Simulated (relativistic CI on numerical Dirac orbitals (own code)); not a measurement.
## Electric-dipole lines of Te XII

These numbers are calculated, not measured: Dirac-Coulomb-Breit CI, KLI orbitals optimised for each configuration, model QED, unscaled Slater integrals (own radial code, finite nucleus).

Configuration list (outside the closed core [Ar] 3d10): 4s2.4p6.4d5, 4s2.4p5.4d6, 4s2.4p6.4d4.4f, 4s2.4p6.4d4.5s, 4s.4p6.4d6, 4s2.4p6.4d4.5p, 4s2.4p5.4d5.4f, 4s2.4p6.4d3.4f.5s, 4s2.4p6.4d4.5d, 4s2.4p6.4d3.5s.5p, 4s.4p6.4d5.4f, 4s2.4p6.4d4.6s, 4s2.4p6.4d4.5f, 4s2.4p5.4d5.5s, 4s2.4p6.4d4.6p, 4s2.4p6.4d4.5g, 4s2.4p6.4d4.6f, 4s2.4p6.4d4.7p, 4s2.4p6.4d4.7f, 4s.4p6.4d5.5p, 4p6.4d6.5p, 4s2.4p6.4d3.5s2, 4s2.4p6.4d2.4f.5s2, 4s2.4p6.4d2.5s2.5p, 4s2.4p5.4d3.4f.5s2, 4p6.4d7, 4p5.4d8, 4p5.4d7.4f. Double excitations out of closed p, d and f shells are left out; levels of such configurations are missing from the list, as are those of other unlisted configurations, and high levels can miss mixing partners. These lack a partner that the ground configuration has and come out too high: 4s2.4p5.4d5.5s.

```csv
λ vac (nm),Lower,Upper,A (s⁻¹),E lower (cm⁻¹),E upper (cm⁻¹)
12.693,4s2.4p6.4d5 6S_5/2 [1],4s2.4p6.4d4.5p 6P°_3/2 [391],8.29e+10,0,787854
12.706,4s2.4p6.4d5 6S_5/2 [1],4s2.4p6.4d4.4f 2F°_7/2 [389],1.72e+09,0,787032
12.745,4s2.4p6.4d5 6S_5/2 [1],4s2.4p6.4d4.4f 2F°_7/2 [383],3.24e+09,0,784604
12.772,4s2.4p6.4d5 6S_5/2 [1],4s2.4p6.4d4.4f 2G°_7/2 [376],8.14e+08,0,782936
12.781,4s2.4p6.4d5 6S_5/2 [1],4s2.4p6.4d4.5p 6P°_7/2 [374],8.38e+10,0,782424
12.838,4s2.4p6.4d5 6S_5/2 [1],4s2.4p6.4d4.5p 6P°_5/2 [361],5.97e+10,0,778936
12.925,4s2.4p6.4d5 6S_5/2 [1],4s2.4p6.4d4.5p 4P°_3/2 [341],2.08e+10,0,773676
12.940,4s2.4p6.4d5 6S_5/2 [1],4s2.4p6.4d4.4f 4P°_3/2 [339],1.73e+09,0,772789
13.544,4s2.4p6.4d5 4D_5/2 [6],4s2.4p6.4d4.4f 2F°_7/2 [389],1.34e+09,48680,787032
13.556,4s2.4p6.4d5 4G_11/2 [4],4s2.4p6.4d4.4f 2H°_9/2 [378],1.12e+09,45684,783352
13.575,4s2.4p6.4d5 4G_11/2 [4],4s2.4p6.4d4.5p 6F°_9/2 [372],5.60e+09,45684,782332
13.649,4s2.4p6.4d5 4G_11/2 [4],4s2.4p6.4d4.4f 2I°_13/2 [360],9.44e+08,45684,778354
13.659,4s2.4p6.4d5 4G_5/2 [2],4s2.4p6.4d4.5p 4P°_3/2 [341],2.31e+09,41538,773676
13.690,4s2.4p6.4d5 4G_9/2 [5],4s2.4p6.4d4.5p 6F°_7/2 [354],3.86e+09,46677,777142
13.701,4s2.4p6.4d5 4D_7/2 [9],4s2.4p6.4d4.4f 2G°_9/2 [388],1.12e+09,57122,787002
13.757,4s2.4p6.4d5 4G_7/2 [3],4s2.4p6.4d4.5p 6F°_5/2 [335],2.11e+09,45051,771946
13.784,4s2.4p6.4d5 4G_5/2 [2],4s2.4p6.4d4.5p 6F°_3/2 [319],1.64e+09,41538,767027
13.787,4s2.4p6.4d5 4G_11/2 [4],4s2.4p6.4d4.4f 4G°_11/2 [332],6.66e+08,45684,771004
13.789,4s2.4p6.4d5 4D_7/2 [9],4s2.4p6.4d4.5p 6F°_9/2 [372],1.65e+09,57122,782332
13.793,4s2.4p6.4d5 4D_5/2 [6],4s2.4p6.4d4.5p 4P°_3/2 [341],7.44e+09,48680,773676
13.806,4s2.4p6.4d5 4G_9/2 [5],4s2.4p6.4d4.4f 4G°_11/2 [332],1.47e+09,46677,771004
13.833,4s2.4p6.4d5 2I_11/2 [12],4s2.4p6.4d4.4f 2G°_9/2 [388],1.66e+09,64085,787002
13.854,4s2.4p6.4d5 4D_7/2 [9],4s2.4p6.4d4.5p 6P°_5/2 [361],4.67e+09,57122,778936
13.926,4s2.4p6.4d5 2I_13/2 [14],4s2.4p6.4d4.4f 2I°_13/2 [386],1.26e+09,67782,785873
13.981,4s2.4p6.4d5 4D_5/2 [10],4s2.4p6.4d4.5p 6P°_5/2 [361],2.46e+09,63676,778936
14.324,4s2.4p6.4d5 6S_5/2 [1],4s2.4p5.4d6 6D°_5/2 [121],9.29e+08,0,698110
15.177,4s2.4p6.4d5 2I_13/2 [14],4s2.4p5.4d6 4G°_11/2 [189],1.84e+09,67782,726680
15.211,4s2.4p6.4d5 2I_11/2 [12],4s2.4p5.4d6 4F°_9/2 [179],1.05e+09,64085,721517
15.477,4s2.4p6.4d5 2I_11/2 [12],4s2.4p5.4d6 4H°_11/2 [153],1.28e+09,64085,710198
15.587,4s2.4p6.4d5 4G_11/2 [4],4s2.4p5.4d6 4G°_11/2 [99],8.45e+08,45684,687242
15.607,4s2.4p6.4d5 4G_9/2 [5],4s2.4p5.4d6 4D°_7/2 [100],1.35e+09,46677,687404
15.714,4s2.4p6.4d5 2I_13/2 [14],4s2.4p5.4d6 2I°_13/2 [135],1.79e+09,67782,704144
15.780,4s2.4p6.4d5 4G_11/2 [4],4s2.4p5.4d6 4F°_9/2 [83],1.88e+09,45684,679409
15.832,4s2.4p6.4d5 6S_5/2 [1],4s2.4p5.4d6 6P°_5/2 [42],1.71e+09,0,631618
15.837,4s2.4p6.4d5 6S_5/2 [1],4s2.4p5.4d6 6P°_3/2 [41],2.49e+09,0,631413
15.840,4s2.4p6.4d5 6S_5/2 [1],4s2.4p5.4d6 6P°_7/2 [40],6.26e+08,0,631303
15.955,4s2.4p6.4d5 4G_7/2 [3],4s2.4p5.4d6 4H°_7/2 [72],1.53e+09,45051,671809
16.032,4s2.4p6.4d5 4G_9/2 [5],4s2.4p5.4d6 4G°_9/2 [69],1.40e+09,46677,670411
16.087,4s2.4p6.4d5 4D_7/2 [9],4s2.4p5.4d6 4F°_7/2 [81],9.96e+08,57122,678756
16.092,4s2.4p6.4d5 4G_11/2 [4],4s2.4p5.4d6 4H°_11/2 [64],6.16e+08,45684,667127
64.699,4s2.4p6.4d4.5s 6D_1/2 [43],4s2.4p6.4d4.5p 6P°_3/2 [391],2.90e+09,633292,787854
66.291,4s2.4p6.4d4.5s 6D_3/2 [44],4s2.4p6.4d4.5p 6P°_3/2 [391],1.29e+09,637003,787854
73.070,4s2.4p6.4d4.5s 6D_7/2 [49],4s2.4p6.4d4.5p 6F°_9/2 [372],5.12e+08,645478,782332
73.597,4s2.4p6.4d4.5s 6D_5/2 [46],4s2.4p6.4d4.5p 6F°_7/2 [354],7.57e+08,641266,777142
74.698,4s2.4p6.4d4.5s 6D_9/2 [51],4s2.4p6.4d4.4f 2H°_9/2 [378],2.01e+08,649479,783352
```

Terms are leading LS components. Brackets give the number of a level in order of energy, since labels repeat. The list gives strong lines, with weight on those to low levels, without lines whose two gauges differ by over a factor of 2.5, among the lowest 400 of 10392 levels, so that lines to higher ones, which can be the strongest, are missing. Levels whose partners in the same complex of configurations lie outside the list can be far off, and so can their lines. Rates are taken at the computed energies, electric ones in the length gauge.

At this charge energies of transitions that change n are usually good to better than 1 %, and those within a shell (Δn = 0) to a few per cent. Terms inside the open d or f shell come out 10 to 20 % too wide with unscaled integrals. Levels and lines within the n = 5 or 6 shells can be off by up to 10 % or somewhat more, and those that change n by about 2 %, since core polarisation is missing.

**Question.** From the table, what is the radiative lifetime of 4s2.4p6.4d4.5p 6P°_3/2?

**Answer.** The listed rates from this level add up to about 8.71e+10 s⁻¹, 98 % of its decay; with all channels τ = 1.12e-11 s.

LS names give the leading component of a level, which can be under half, so a name can repeat, a term be missing and a line seem to break the LS rules.
